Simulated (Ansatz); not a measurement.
The cluster SeS2, relaxed as a triplet with UKS PBE0-D4/def2-TZVP in Ansatz, starting from the PBE0-D4/def2-TZVP geometry of the neutral singlet. Force threshold 0.02 eV/Å.

At PBE0-D4/def2-TZVP a singlet of charge 0 lies 0.50 eV below the triplet, each at its own geometry. The structure comes from a short search, and lower isomers may exist.

Start:

```csv
atom,x (Å),y (Å),z (Å)
S1,1.2235,-0.2631,1.1579
S2,-0.1499,-0.6585,-0.1035
Se3,-1.0736,0.9215,-1.0544
```

| step | energy (eV) | largest force component (eV/Å) | SCF passes |
| --- | --- | --- | --- |
| 1 | -87004.7545 | 1.704 | 24 |
| 2 | -87004.9272 | 0.462 | 38 |
| 3 | -87004.9850 | 1.057 | 39 |
| 4 | -87005.0903 | 0.672 | 34 |
| 5 | -87005.1255 | 0.740 | 38 |
| 6 | -87005.1491 | 0.168 | 34 |
| 7 | -87005.1516 | 0.010 | 38 |

Force components are those of the run's own axes.

End:

```xyz
3

S     1.1086   -0.0523    1.0388
S    -0.2042   -0.9125   -0.1402
Se   -0.9044    0.9648   -0.8986
```

By distances, no bond broke or formed. The bond that changes most is S2–Se3, from 2.06 to 2.14 Å (atoms count from 1).

No frequencies were taken in this run, so the end may be a saddle point.

Run time 14 s (4 threads of Arm Neoverse V1 on a shared host).
